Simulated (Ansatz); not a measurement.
The same hydrolysis along the group C, Si, Ge.

Computed with Ansatz on PBE0-D4/def2-TZVP structures; ΔE is electronic, products minus reactants. CBS: MP2 limit from def2 TZ/QZ plus the TZ coupled-cluster correction, frozen cores. This one scheme is used for every species. DFT in def2-TZVPP. For Ge outer-core shells are correlated without core-valence functions, which leaves a few kJ/mol of doubt a bond. Scalar relativity is left out up to krypton. Each species was taken in one conformer, which may not be the lowest.

| reaction | CCSD(T)/CBS(def2) (eV) |
| --- | --- |
| `CB(O)F` + H₂O → `OB(O)F` + CH₄ | ? |
| `OB(F)[SiH3]` + H₂O → `OB(O)F` + SiH₄ | -1.52 |
| `O[B](F)[GeH3]` + H₂O → `OB(O)F` + GeH₄ | -1.38 |

Problem. Fill in the missing values. (Estimate.)

Solution. Computed: `CB(O)F` + H₂O → `OB(O)F` + CH₄: -1.20 eV.

Largest T1 diagnostic: 0.014, for `OB(F)[SiH3]`.
